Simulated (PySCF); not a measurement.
PySCF input file for HO₂Si, SMILES [O][Si]O (connectivity only; charge and spin as stated), neutral, multiplicity 2, PBE-D3(BJ)/def2-TZVP. The structure is a stationary point at PBE-D3(BJ)/def2-TZVP. One conformer was computed; it need not be the lowest.

```python
import numpy as np
from pyscf import gto, scf, dft, df
from pyscf.hessian import thermo

mol = gto.M(
    atom='''
    Si   -0.38792534    0.10412386    0.00000000
    O     0.34619762    1.45981534    0.00000000
    O     0.36150693   -1.37369204    0.00000000
    H    -0.23068153   -2.14672041    0.00000000
    ''',
    basis='def2-TZVP',
    charge=0,
    spin=1,
    max_memory=1600,
    verbose=3,
)
mf = dft.UKS(mol, xc='pbe').density_fit(auxbasis='def2-universal-jkfit')
mf.disp = 'd3bj'
mf.grids.level = 3
mf.conv_tol = 1e-11
mf.max_cycle = 100
mf.kernel()
fine, coarse = mf.grids, dft.Grids(mol).set(level=1).build(with_non0tab=True)
for _ in range(3):  # follow internal instabilities
    mf.grids = coarse
    mo, _, stable, _ = mf.stability(return_status=True, nroots=4)
    mf.grids = fine
    if stable:
        break
    mf.kernel(mf.make_rdm1(mo, mf.mo_occ))

# [left out here: the lines that compute and print the analytic Hessian (its translational invariance restored by hand, since the grid's response is missing), thermochemistry and intensities]
```

It prints:

```

WARN: HOMO -0.230130623160413 >= LUMO -0.230130623160413

converged SCF energy = -440.338118284851  <S^2> = 0.75341694  2S+1 = 2.003414
<class 'pyscf.df.df_jk.DFUKS'> wavefunction is stable in the internal stability analysis

WARN: DFTD3 does not support analytical Hessian, using finite difference


WARN: Mole.unit (angstrom) is changed to Bohr

Mode                                 0                   1                   2
Irrep
Freq [cm^-1]                      284.7304            348.5048            769.6359
Reduced mass [au]                   9.3696              1.1054              1.6520
Force const [Dyne/A]                0.4475              0.0791              0.5765
Char temp [K]                     409.6637            501.4208           1107.3348
Normal mode                   x     y     z       x     y     z       x     y     z
       0  Si                -0.11  0.00  0.00    0.00  0.00  0.03   -0.05  0.03  0.00
       1   O                 0.10 -0.11 -0.00   -0.00  0.00 -0.04    0.02  0.01 -0.00
       2   O                 0.07  0.10  0.00   -0.00 -0.00  0.05    0.11 -0.09  0.00
       3   H                 0.24 -0.02 -0.00   -0.00 -0.00 -0.95   -0.62  0.44 -0.00
Mode                                 3                   4                   5
Irrep
Freq [cm^-1]                      804.8940           1155.5149           3711.3793
Reduced mass [au]                   2.9002             16.3904              1.0669
Force const [Dyne/A]                1.1070             12.8941              8.6583
Char temp [K]                    1158.0632           1662.5286           5339.8485
Normal mode                   x     y     z       x     y     z       x     y     z
       0  Si                 0.06 -0.05  0.00    0.04  0.12 -0.00    0.00 -0.00 -0.00
       1   O                -0.04 -0.08 -0.00   -0.09 -0.16  0.00   -0.00 -0.00  0.00
       2   O                -0.04  0.15  0.00    0.01 -0.04 -0.00    0.03  0.05 -0.00
       3   H                -0.38  0.40 -0.00    0.07 -0.08  0.00   -0.57 -0.78  0.00
temperature 298.1500 [K]
pressure 101325.00 [Pa]
Rotational constants [GHz] 61.00903 7.30691 6.52538
Symmetry number 1
Zero-point energy (ZPE) 0.01612 [Eh]   42315.860 [J/mol]
                           tot       elec      trans        rot        vib
Entropy [J/mol/K]       272.043      5.763    160.034     93.006     13.240
Cv [J/mol/K]             45.281      0.000     12.472     12.472     20.338
Cp [J/mol/K]             53.596      0.000     20.786     12.472     20.338
Internal energy [J/mol]                      3718.434   3718.434  44907.706
Internal energy [Eh]   -440.31818  -440.33812
Enthalpy [J/mol]                             6197.391   3718.434  44907.706
Enthalpy [Eh]          -440.31724
Gibbs free energy [J/mol]                  -41516.734 -24011.309  40960.090
Gibbs free energy [Eh] -440.34813
mode   freq/cm-1   IR/(km/mol)
   1      284.73         7.643
   2      348.50        78.403
   3      769.64       205.733
   4      804.89         2.272
   5     1155.51        54.001
   6     3711.38       108.988
max |gradient| / (hartree/bohr): 0.00012507022896246338
APT charges: [ 0.7412 -0.4601 -0.5829  0.3018]
```

Self-consistency was reached.
